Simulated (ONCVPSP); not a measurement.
# Pt: one change to an ONCV potential, before and after

platinum, optimised norm-conserving Vanderbilt (ONCV), made with ONCVPSP 4.0.1 (BLYP, non-relativistic). Core [Kr] 4d10 4f14, reference 5s2 5p6 5d9 6p1. Waves: 5s: rc 1.65 bohr, ncon 4, nbas 9, qcut 8.1 1/bohr, 3 projectors, debl 1.3 Ha; 5p+6p: rc 2.10 bohr, ncon 4, nbas 8, qcut 6.8 1/bohr, 3 projectors, debl 1.5 Ha; 5d: rc 1.40 bohr, ncon 4, nbas 8, qcut 5.7 1/bohr, 2 projectors, debl 0.5 Ha. Local part: polynomial inside 1.05 bohr (lpopt 5, dvloc0 0 Ha). Core correction: Teter function fitted to the true core (icmod 2), fcfact 0.45.

In the s channel the program set the typed energies aside and used -2.999, 0.250, 1.550 Ha.

Change: all radii but the core radius scaled by about 0.87 (s 1.44, p 1.84, d 1.22 bohr); local potential polynomial inside 0.92 bohr (lpopt 5, dvloc0 0 Ha).

Cutoffs: the cutoffs (Ha) at which the residual kinetic energy of the hardest occupied pseudo-wave falls to 1 and 0.1 mHa per electron; they do not see the model core or the augmentation charge, which bear on the density cutoff. Errors are all-electron minus pseudo energies relative to the spin-unpolarised reference configuration.

How do hardness, ghosts and transferability respond?

The potential gets neither clearly harder nor softer (23 Ha and 57 Ha → 26 Ha and 34 Ha); a bound ghost appears in s, which as a rule spoils a file; of the 4 tests that both files solve, the error grows in 0 and shrinks in 1 by more than 15 % and 0.3 meV (median size 0.4 → 0.2 meV).

```csv
quantity,base,changed
"cutoff, loose",23 Ha,26 Ha
"cutoff, tight",57 Ha,34 Ha
loose cutoff by channel,"s 23 Ha, p 14 Ha, d 20 Ha","s 26 Ha, p 13 Ha, d 19 Ha"
bound ghosts,none,s
GHOST(+) flags under 300 eV,s at 140.8 eV,p at 282.1 eV
"error for 5s2 5p6 5d9 6s1 6p0, meV [ΔE -3.40 eV]",-0.1,0.0
"error for 5s2 5p6 5d9 6p0, meV [ΔE 3.89 eV]",0.0,0.0
"error for 5s2 5p6 5d8 6p0, meV [ΔE 24.37 eV]",+0.8,+0.6
"error for 5s2 5p6 5d8 6s1 6p0, meV [ΔE 8.82 eV]",-0.7,-0.3
"rms error of d²Exc/dni dnj with the model core, mHa",0.48,0.44
```

 A true bound ghost makes a file unfit for plane-wave use even where its test errors are small: the radial tests pick states by their node count and pass the ghost by.
